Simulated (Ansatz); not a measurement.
`B[NH][GeH3]` and `B[N]([GeH3])CF` differ in one atom or group.

Ansatz, PBE0-D4/def2-TZVP geometries, multiplicity 1. Each molecule was computed in one conformer, which needn't be the lowest.

Scalar relativity is left out up to krypton.

| property | `B[NH][GeH3]` |
| --- | --- |
| HOMO–LUMO gap (ωB97M-V/def2-TZVPP) / eV | 12.52 |
| size of the dipole moment (ωB97M-V/def2-TZVPP) / D | 1.76 |
| HOMO energy (PBE0/def2-TZVPP) / eV | -8.34 |
| HOMO energy (B3LYP/def2-TZVPP) / eV | -8.10 |
| HOMO energy (PBE/def2-TZVPP) / eV | -7.08 |
| LUMO energy (ωB97M-V/def2-TZVPP) / eV | 1.88 |

**Question.** What does the change do to each property? (Best estimate.)

**Answer.** The calculation gave: 
```json
{"property": "HOMO–LUMO gap (ωB97M-V/def2-TZVPP) / eV", "`B[N]([GeH3])CF`": "12.21", "shift": "-0.31"}
{"property": "size of the dipole moment (ωB97M-V/def2-TZVPP) / D", "`B[N]([GeH3])CF`": "1.58", "shift": "-0.18"}
{"property": "HOMO energy (PBE0/def2-TZVPP) / eV", "`B[N]([GeH3])CF`": "-8.47", "shift": "-0.13"}
{"property": "HOMO energy (B3LYP/def2-TZVPP) / eV", "`B[N]([GeH3])CF`": "-8.24", "shift": "-0.14"}
{"property": "HOMO energy (PBE/def2-TZVPP) / eV", "`B[N]([GeH3])CF`": "-7.19", "shift": "-0.11"}
{"property": "LUMO energy (ωB97M-V/def2-TZVPP) / eV", "`B[N]([GeH3])CF`": "1.45", "shift": "-0.43"}
```

With PBE0 the HOMO falls by 0.13 eV and the LUMO falls by 0.43 eV, so the gap narrows by about 0.30 eV. PBE moves the HOMO by -0.11 eV and ωB97M-V by -0.13 eV. Dipoles are sizes alone; their direction can turn.

B3LYP here is the variant with VWN-RPA as its local correlation; programs differ in this.
